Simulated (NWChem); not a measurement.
# LiCl; SMILES [Cl][Li]

```xyz
2

Li     0.0000     0.0000    -1.7123
Cl     0.0000     0.0000     0.3427
```
Atoms are numbered in this order, from 1.

Computed with NWChem. Pople sets run with spherical d functions. The geometry was optimised at B3LYP/6-31G* (spherical d). B3LYP is NWChem's, with the RPA form of VWN correlation. Vzz is the largest principal value of the second derivative of the potential at the nucleus (NWChem prints the opposite sign); η is the asymmetry. Non-relativistic.

For level B3LYP/6-31G*:

```
Quantity        Result
--------------  ------
Vzz Cl2 (a.u.)   0.212
```

### Question
What are these values for level Hartree-Fock/cc-pVTZ?

### Answer
| Quantity | Result |
|---|---|
| Vzz Cl2 (a.u.) | 0.177 |
